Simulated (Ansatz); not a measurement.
`[CH3][Sn]([Cl])([Cl])[Cl]` → `[CH2]` (triplet) + `[Cl][SnH]([Cl])[Cl]`  (formal loss of a carbene)

Program: Ansatz. Geometries: PBE0-D4/def2-TZVP. ΔE: electronic, gas phase. CCSD(T)/CBS is the MP2 limit (def2-TZVPP, def2-QZVPP) plus CCSD(T) − MP2 in def2-TZVPP, frozen cores. This one scheme is used for every species. DFT in def2-TZVPP. Triplets are unrestricted, without spin–orbit coupling. def2 core potentials past Kr. For Sn outer-core shells are correlated without core-valence functions, which leaves a few kJ/mol of doubt a bond.

`[CH3][Sn]([Cl])([Cl])[Cl]`:

Z-matrix (Å, degrees):
```
C
Sn 1 2.113
H 1 1.089 2 108.5
H 1 1.089 2 108.5 3 120.0
H 1 1.089 2 108.5 3 -120.0
Cl 2 2.309 1 112.0 3 179.0
Cl 2 2.309 1 112.1 3 -61.0
Cl 2 2.309 1 112.0 3 59.0
```

`[CH2]` (triplet):

Cartesian coordinates in Å:
```
C -0.216 -0.169 0.028
H 0.679 -0.689 -0.276
H -0.463 0.858 0.248
```

`[Cl][SnH]([Cl])[Cl]`:

Cartesian coordinates in Å:
```
Cl 1.986 0.516 -0.910
Sn -0.099 0.132 -0.018
Cl 0.188 -0.401 2.200
Cl -0.965 -1.724 -1.066
H -1.110 1.476 -0.206
```

Task: Is it downhill or uphill in electronic energy at CCSD(T)/CBS, and by how much? (Estimate.)

Result: The calculation gave: Uphill: ΔE = +5.06 eV.

Task: What do these levels give: LDA (SPW92), revPBE-D4, BLYP-D4, r2SCAN0-D4, CAM-B3LYP-D4, LC-ωPBE, CCSD/def2-SVP, HF/def2-TZVPP, MP2/def2-TZVPP, SCS-MP2/def2-TZVPP, HF/def2-QZVPP, HF/CBS(def2)? (Estimate.)

Result: Computed: LDA (SPW92) 5.67, revPBE-D4 4.92, BLYP-D4 4.95, r2SCAN0-D4 4.73, CAM-B3LYP-D4 4.95, LC-ωPBE 4.84, CCSD/def2-SVP 4.61, HF/def2-TZVPP 3.42, MP2/def2-TZVPP 5.11, SCS-MP2/def2-TZVPP 5.08, HF/def2-QZVPP 3.42, HF/CBS(def2) 3.42 eV.

Largest T1 diagnostic among the species: 0.011.

Leaving LDA and LC-ωPBE aside and taking each functional with its dispersion term where it has one, the values, not all of them listed here, spread over 0.36 eV, from r2SCAN0-D4 to ωB97X-V. LDA lies +0.68 eV from PBE without D4. The D4 term adds +0.12 eV with B3LYP and +0.07 eV with PBE0; it sums over pairs of atoms, weighted by their polarisabilities, and B3LYP, whose exchange is more repulsive, gets the larger term.

B3LYP here is the variant with VWN-RPA as its local correlation; programs differ in this.
